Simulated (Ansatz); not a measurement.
`[F][SbH][F]` → H• + `[F][Sb][F]`• at 400 K and 1 bar (homolysis of the H–Sb bond).

Calculated with Ansatz (gas phase, PBE0-D4/def2-TZVP geometries, no zero-point term in ΔE). CBS: MP2 limit from def2 TZ/QZ plus the TZ coupled-cluster correction, frozen cores. This one scheme is used for every species, atoms too. No spin–orbit coupling; open shells (•) take unrestricted orbitals. Elements past krypton have def2 core potentials. Bonds to Sb are less sure, by a few kJ/mol each and by 10 to 20 or more in all where they break to atoms, as the def2 sets lack core-valence functions.

| species | CCSD(T)/CBS energy (Eh) | H − E (kJ/mol) | S (J/(mol·K)) |
| --- | --- | --- | --- |
| `[F][SbH][F]` | -440.24478 | 47.2 | 307.7 |
| H• | -0.50000 | 8.3 | 120.8 |
| `[F][Sb][F]`• | -439.63406 | 26.1 | 301.6 |

H − E and S are ideal-gas, rigid-rotor, harmonic terms from PBE0-D4/def2-TZVP, with the whole ground term of open shells counted as degenerate. 1 Eh = 2625.50 kJ/mol, R = 8.31446 J/(mol·K).

Task: By hand: ΔE, ΔH, ΔS and ΔG.

Result: ΔE = (-0.50000) + (-439.63406) − (-440.24478) = 0.11072 Eh = 290.7 kJ/mol. Δ(H − E) = 8.3 + 26.1 − 47.2 = -12.8, so ΔH = 277.9 kJ/mol. ΔS = 120.8 + 301.6 − 307.7 = 114.7 J/(mol·K). ΔG = 277.9 − 400 × (114.7)/1000 = 232.0 kJ/mol.

Task: By hand: the equilibrium constant, and the temperature at which ΔG would vanish if ΔH and ΔS stayed fixed.

Result: log₁₀ K = −ΔG/(RT ln 10) = -30.3. ΔG = 0 at ΔH/ΔS = 2423 K.

The number of gas molecules changes by +1, which sets the sign of ΔS. A doubt of 5 kJ/mol in ΔE shifts log₁₀ K by 0.7 here. These are equilibria of isolated gas molecules and say nothing of rates. Largest T1 diagnostic: 0.017 (customary marks: 0.02 for closed shells, 0.045 for open ones).
